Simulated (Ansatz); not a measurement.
C$_{3}$H$_{9}$NOSi, SMILES `CC(C)O[Si]N`. The species carries charge 0 and has multiplicity 1.

Cartesian coordinates in Å:
```
C 1.082 -0.367 1.447
C -0.112 0.229 0.731
C -0.028 1.736 0.618
O -0.185 -0.324 -0.576
Si -1.483 -1.214 -1.098
N -0.914 -1.535 -2.674
H 0.986 -1.452 1.520
H 2.000 -0.140 0.900
H 1.169 0.041 2.457
H -1.026 -0.035 1.286
H 0.860 2.022 0.048
H 0.033 2.195 1.608
H -0.906 2.134 0.107
H -0.030 -1.215 -3.040
H -1.446 -2.076 -3.335
```

Task: What are the harmonic wavenumbers in cm⁻¹ at PBE0-D4/def2-TZVP (Ansatz, finite differences of forces, unscaled)? (An estimate is asked.)

Result: Ansatz gave: 51, 79, 144, 223, 259, 277, 370, 433, 447, 457, 507, 699, 798, 869, 896, 927, 946, 1053, 1162, 1167, 1199, 1365, 1385, 1398, 1408, 1471, 1476, 1484, 1498, 1560, 2980, 3048, 3052, 3126, 3132, 3132, 3135, 3580, 3701.

Task: Is this a minimum?

Result: Yes, all 39 modes are real.

Task: Give the ideal-gas thermochemistry at 298.15 K and 1 bar (rigid rotor, harmonic oscillator; point group Cs, symmetry number 1).

Result: Zero-point energy 328.3 kJ/mol; H(298) − E = 353.0 kJ/mol; entropy 374.9 J/(mol·K), of which translation 166.7, rotation 115.6, vibration 92.6; G(298) − E = 241.2 kJ/mol. Modes under 100 cm⁻¹ are hindered rotations or soft bends, so the harmonic entropy is rough.

Task: And at 400, 500, 600, 800 and 1000 K?

Result: 
```tsv
T (K)	H − E (kJ/mol)	S (J/mol/K)	G − E (kJ/mol)
400	367.8	417.4	200.8
500	385.1	455.9	157.2
600	404.7	491.5	109.8
800	449.3	555.5	4.9
1000	499.5	611.5	-111.9
```

Task: Rotational constants (cm⁻¹)?

Result: 0.2051, 0.04976, 0.04621.
